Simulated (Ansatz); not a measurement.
Species: CH5GeO, charge 0, doublet. CH5GeO (SMILES [CH3][GeH][OH], doublet).
B3LYP-D3(BJ)/def2-TZVP minimum from Ansatz (a first-principles code):
```xyz
8

Ge     0.3170    -0.2434     0.0617
C     -1.4234    -0.5527    -0.8444
O      0.3837     1.4803     0.5993
H      0.3967    -1.0076     1.4167
H     -2.2223    -0.2432    -0.1682
H     -1.4852     0.0233    -1.7666
H     -1.5351    -1.6109    -1.0789
H      0.1735     2.1002    -0.1070
```
Charge 0, spin multiplicity 2.

Total energies in hartree (Ansatz). Open shells are spin-unrestricted; no spin-orbit coupling. Correlated methods leave the cores frozen (noble-gas shells, and filled d and f shells in the p block). No relativity. Where a partner has so few electrons that a lower coupled-cluster level is exact, that level stands in.

| species | HF/cc-pVTZ | CCSD(T)/cc-pVTZ | HF/cc-pVQZ | CCSD(T)/cc-pVQZ | CCSD(T)/cc-pVDZ | CCSDT(Q)/cc-pVDZ |
|---|---|---|---|---|---|---|
| 1: CH5GeO (SMILES [CH3][GeH][OH], doublet) | -2191.08747 | -2191.66322 | -2191.10095 | -2191.71139 | -2191.43429 | -2191.43638 |
| 2: Ge (triplet) | -2075.36107 | -2075.42794 | -2075.36359 | -2075.43284 | -2075.34866 | -2075.34895 |
| 3: C (triplet) | -37.69157 | -37.78076 | -37.69331 | -37.78654 | -37.76038 | -37.76071 |
| 4: O (triplet) | -74.81176 | -74.97396 | -74.81729 | -74.99357 | -74.90995 | -74.91013 |
| 5: H (doublet) | -0.49981 | -0.49981 | -0.49995 | -0.49995 | -0.49928 | -0.49928 |

### Question
Work out the atomisation energy (electronic, to ground-state atoms) in kJ/mol: take Hartree-Fock from cc-pVQZ, extrapolate the CCSD(T) correlation energy as X^-3 (X = 3, 4), and add CCSDT(Q) - CCSD(T) in cc-pVDZ. 1 hartree = 2625.5 kJ/mol.

### Answer

Species 1: correlation (64·(-0.61044) - 27·(-0.57575))/37 = -0.63575; step -0.00209; E1 = -2191.10095 + (-0.63575) + (-0.00209) = -2191.73879
Species 2: correlation (64·(-0.06925) - 27·(-0.06687))/37 = -0.07099; step -0.00029; E2 = -2075.36359 + (-0.07099) + (-0.00029) = -2075.43487
Species 3: correlation (64·(-0.09323) - 27·(-0.08919))/37 = -0.09618; step -0.00033; E3 = -37.69331 + (-0.09618) + (-0.00033) = -37.78982
Species 4: correlation (64·(-0.17628) - 27·(-0.16220))/37 = -0.18655; step -0.00018; E4 = -74.81729 + (-0.18655) + (-0.00018) = -75.00402
Species 5: correlation (64·(0.00000) - 27·(0.00000))/37 = 0.00000; step +0.00000; E5 = -0.49995 + (0.00000) + (+0.00000) = -0.49995
-1·E1 +1·E2 +1·E3 +1·E4 +5·E5 = 1.01033 hartree = 2652.6 kJ/mol.
